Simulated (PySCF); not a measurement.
A structure optimised at PBE-D3(BJ)/def2-SVP, used in a PySCF frequency run:

```
C
H 1 1.1071
H 1 1.1097 2 107.07
C 1 1.5378 2 113.76 3 121.28
H 4 1.1074 1 115.00 2 -87.88
H 4 1.1131 5 106.67 1 -124.53
C 4 1.5419 5 110.93 6 -116.86
O 7 1.2348 4 126.11 5 40.35
C 7 1.4540 8 126.81 4 -177.79
H 9 1.1002 7 122.58 8 1.69
C 9 1.4861 10 125.85 7 -175.82
H 11 1.1118 9 113.48 10 -42.70
H 11 1.1199 12 104.83 9 -119.77
```
Charge 0, spin multiplicity 2.

Write its SMILES and formula.

O=C1[CH]CCC1, C5H7O

What are its rotational constants (standard atomic weights)?

7.0487, 3.3405, 2.3995 GHz
